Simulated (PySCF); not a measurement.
Diatomic cations of Cs with the sixth-period p block

PBE0 with double-zeta basis sets in PySCF, for the lowest determinant that a PBE0 search found; no spin–orbit coupling. De refers to high-spin ground-configuration atoms (the charge goes to the atom of lower measured ionisation energy or higher electron affinity, which is not always the lowest computed limit). A positive dipole points towards Cs; it is taken about the centre of mass and depends on that origin.

| M | basis | charged atom | state (unpaired electrons) | Re (Å) | ωe (cm⁻¹) | De (eV) | μ (D) |
| --- | --- | --- | --- | --- | --- | --- | --- |
| Tl | def2-SVP | Cs+ | doublet (σ ↑) | 4.462 | 35.1 | n/a | 8.88 |
| Pb | def2-SVP | Cs+ | triplet (σ ↑, π ↑) | 4.311 | 35.3 | n/a | 10.08 |
| Bi | def2-SVP | Cs+ | quartet (σ ↑, π ↑↑) | 4.292 | 29.6 | n/a | 10.82 |

The shortest bond is that of CsBi⁺ (4.292 Å), the longest that of CsTl⁺ (4.462 Å).

The state changes along the series, so neighbouring rows are not always alike in their bonding.

Spin–orbit coupling is left out, which matters for elements this heavy, above all for dissociation energies. States were picked by a PBE0 search and need not be the measured ground states.
